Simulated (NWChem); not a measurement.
Species: MoH6O2; SMILES [MoH4]([OH])[OH]

```xyz
9

Mo    -0.1503     0.0495     0.0000
O      0.6437     0.0195    -1.6951
H      0.4171    -0.4080    -2.5277
O      0.6437     0.0195     1.6951
H      0.4171    -0.4080     2.5277
H     -1.4399    -0.5409     0.8338
H     -0.4645    -1.5589     0.0000
H     -1.4778     1.0660     0.0000
H     -1.4399    -0.5409    -0.8338
```
Atoms are numbered in this order, from 1.

Program: NWChem. Medium grid unless said otherwise, to which SCAN and Minnesota functionals are sensitive. The geometry was optimised at PBE0/def2-SVP. def2 effective core potentials on Mo; no spin-orbit coupling. B3LYP is NWChem's, with the RPA form of VWN correlation.

For level B3LYP/def2-SVP:

```yaml
highest occupied level (eV): -7.43
orbital gap (eV): 5.20
```

**Question.** Estimate the same quantities for level MN15/def2-SVP.

**Answer.** The highest occupied level (eV) is -8.30 and the orbital gap (eV) comes out as 6.86.
